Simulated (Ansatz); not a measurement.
The same path of BCl2F + H2 (6 atoms, charge 0, multiplicity 1) was run twice with different band settings. Lost on the way: B1–F2, H5–H6. Made: B1–H5, F2–H6.

These are results of RKS B3LYP-D4/cc-pVDZ in Ansatz, not measurements.

Relaxed end points:

```xyz
6
Properties=species:S:1:pos:R:3
B -0.004 0.516 -0.087
F -0.004 0.780 1.211
Cl 1.529 0.386 -0.934
Cl -1.536 0.315 -0.920
H 0.063 -2.465 0.840
H 0.064 -2.058 1.484
```

```xyz
6
Properties=species:S:1:pos:R:3
B 0.015 -0.484 -0.543
F 0.018 -0.087 1.907
Cl 1.523 0.351 -0.895
Cl -1.530 0.288 -0.881
H 0.040 -1.639 -0.232
H 0.046 -0.956 2.239
```

Common settings: spring 5.0 eV/Å²; optimiser quadratic models (default); start path through a guess of the saddle point; force threshold 0.05 eV/Å; iteration limit 60; end points relaxed.

| run | movable images | climbing image |
| --- | --- | --- |
| 1 | 5 | yes |
| 2 | 8 | no |

Problem. What does each run give, and how far can it be trusted?

Solution. Run 1: converged after 39 iterations, highest image 2.037 eV above the first end. A vibrational analysis at the climbing image gives one clearly imaginary mode, 1224i cm⁻¹: a first-order saddle point.
Run 2: converged after 23 iterations, highest image 1.917 eV above the first end. No image climbed, so the highest image needn't sit at the top of the path.
The orbitals stay closed-shell, which can raise the energy where a bond breaks towards radicals; this wasn't checked here.
